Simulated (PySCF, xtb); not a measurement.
CH4ClNOSi2, SMILES O[Si@@]1(Cl)N=C[SiH2]1.

GFN2-xTB (xtb 6.7.1) at its own geometry gives an orbital gap of 2.08 eV and a dipole moment of 2.65 D.

Geometry: TPSSh-D3(BJ)/def2-SVP. The structure was generated by enumeration; whether it is a known compound was not checked. One conformer was computed; it need not be the lowest.

Q: What does PySCF with PBE/def2-TZVP give? (The exact figures need the calculation; the answer reports its results.)

A: gap 3.19 eV (levels -5.75 and -2.56 eV), dipole 1.09 D.
